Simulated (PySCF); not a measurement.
C8H10NP.
Bonds: N1–P2, P2–C3, C3–C4, C4–C5 (aromatic), C5–C6 (aromatic), C6–C7 (aromatic), C7–C8 (aromatic), C8–C9 (aromatic), C9–C10, P2–C10, C4–C9 (aromatic). Hydrogens: H11, H12 on N1; H13, H14 on C3; H15 on C5; H16 on C6; H17 on C7; H18 on C8; H19, H20 on C10.

The same species was optimised twice, with GFN2-xTB and with PBE0-D3(BJ)/def2-SVP (PySCF), and the same property calculations (PySCF, gas phase) were run on both structures.

```json
{"coordinate": "N1–P2 (Å)", "GFN2-xTB": "1.699", "PBE0-D3(BJ)/def2-SVP": "1.714", "change": "+0.015"}
{"coordinate": "C4–C9 (Å)", "GFN2-xTB": "1.394", "PBE0-D3(BJ)/def2-SVP": "1.406", "change": "+0.012"}
{"coordinate": "C8–C9 (Å)", "GFN2-xTB": "1.384", "PBE0-D3(BJ)/def2-SVP": "1.395", "change": "+0.011"}
{"coordinate": "C4–C5 (Å)", "GFN2-xTB": "1.384", "PBE0-D3(BJ)/def2-SVP": "1.395", "change": "+0.011"}
{"coordinate": "C6–C7 (Å)", "GFN2-xTB": "1.385", "PBE0-D3(BJ)/def2-SVP": "1.395", "change": "+0.010"}
{"coordinate": "C5–C6 (Å)", "GFN2-xTB": "1.386", "PBE0-D3(BJ)/def2-SVP": "1.395", "change": "+0.009"}
{"coordinate": "C7–C8 (Å)", "GFN2-xTB": "1.386", "PBE0-D3(BJ)/def2-SVP": "1.395", "change": "+0.009"}
{"coordinate": "C9–C10 (Å)", "GFN2-xTB": "1.497", "PBE0-D3(BJ)/def2-SVP": "1.506", "change": "+0.009"}
{"coordinate": "C3–C4 (Å)", "GFN2-xTB": "1.497", "PBE0-D3(BJ)/def2-SVP": "1.505", "change": "+0.008"}
{"coordinate": "P2–C3 (Å)", "GFN2-xTB": "1.885", "PBE0-D3(BJ)/def2-SVP": "1.880", "change": "-0.005"}
{"coordinate": "P2–C10 (Å)", "GFN2-xTB": "1.866", "PBE0-D3(BJ)/def2-SVP": "1.867", "change": "+0.001"}
{"coordinate": "N1–P2–C10 (°)", "GFN2-xTB": "96.1", "PBE0-D3(BJ)/def2-SVP": "97.9", "change": "+1.8"}
{"coordinate": "C3–C4–C5 (°)", "GFN2-xTB": "125.4", "PBE0-D3(BJ)/def2-SVP": "126.2", "change": "+0.8"}
{"coordinate": "N1–P2–C3 (°)", "GFN2-xTB": "102.3", "PBE0-D3(BJ)/def2-SVP": "103.2", "change": "+0.9"}
{"coordinate": "C8–C9–C10 (°)", "GFN2-xTB": "125.4", "PBE0-D3(BJ)/def2-SVP": "126.0", "change": "+0.6"}
{"coordinate": "C3–C4–C9 (°)", "GFN2-xTB": "114.4", "PBE0-D3(BJ)/def2-SVP": "113.9", "change": "-0.5"}
{"coordinate": "C4–C9–C10 (°)", "GFN2-xTB": "114.5", "PBE0-D3(BJ)/def2-SVP": "114.0", "change": "-0.5"}
{"coordinate": "C4–C5–C6 (°)", "GFN2-xTB": "119.5", "PBE0-D3(BJ)/def2-SVP": "119.9", "change": "+0.4"}
{"coordinate": "P2–C3–C4 (°)", "GFN2-xTB": "105.8", "PBE0-D3(BJ)/def2-SVP": "106.2", "change": "+0.4"}
```

Rotational constants: A = 2538, B = 873.1, C = 761.3 MHz (GFN2-xTB) against A = 2505, B = 855.7, C = 748.9 MHz (PBE0-D3(BJ)/def2-SVP).

On the GFN2-xTB structure: HOMO (eV) -6.69 [PBE0/pcSseg-1]; LUMO (eV) -0.29 [PBE0/pcSseg-1]; dipole (D) 1.47 [PBE0/pcSseg-1]; GIAO shielding of N1 (ppm) 238.2 [PBE0/pcSseg-1]; GIAO shielding of P2 (ppm) 276.9 [PBE0/pcSseg-1]; GIAO shielding of C3/C10 (mean) (ppm) 141.2 [PBE0/pcSseg-1]; GIAO shielding of C4/C9 (mean) (ppm) 40.8 [PBE0/pcSseg-1]; GIAO shielding of C5/C8 (mean) (ppm) 53.1 [PBE0/pcSseg-1]; GIAO shielding of C6/C7 (mean) (ppm) 55.0 [PBE0/pcSseg-1].

What do these properties become on the PBE0-D3(BJ)/def2-SVP structure?

| property | level | on GFN2-xTB | on PBE0-D3(BJ)/def2-SVP | change |
| --- | --- | --- | --- | --- |
| HOMO (eV) | PBE0/pcSseg-1 | -6.69 | -6.67 | +0.02 |
| LUMO (eV) | PBE0/pcSseg-1 | -0.29 | -0.32 | -0.03 |
| dipole (D) | PBE0/pcSseg-1 | 1.47 | 1.39 | -0.08 |
| energy, GFN2-xTB geometry as zero (kcal/mol) | PBE0/pcSseg-1 | 0.0 | -0.7 | -0.7 |
| GIAO shielding of N1 (ppm) | PBE0/pcSseg-1 | 238.2 | 236.3 | -1.9 |
| GIAO shielding of P2 (ppm) | PBE0/pcSseg-1 | 276.9 | 271.8 | -5.1 |
| GIAO shielding of C3/C10 (mean) (ppm) | PBE0/pcSseg-1 | 141.2 | 140.3 | -0.9 |
| GIAO shielding of C4/C9 (mean) (ppm) | PBE0/pcSseg-1 | 40.8 | 37.5 | -3.3 |
| GIAO shielding of C5/C8 (mean) (ppm) | PBE0/pcSseg-1 | 53.1 | 51.2 | -1.9 |
| GIAO shielding of C6/C7 (mean) (ppm) | PBE0/pcSseg-1 | 55.0 | 52.5 | -2.5 |

The heavy atoms differ by 0.023 Å rms after alignment. Among bonds between heavy atoms N1–P2 changes most (+0.015 Å). Changes are differences of the printed values. Neither structure is proved a minimum here.
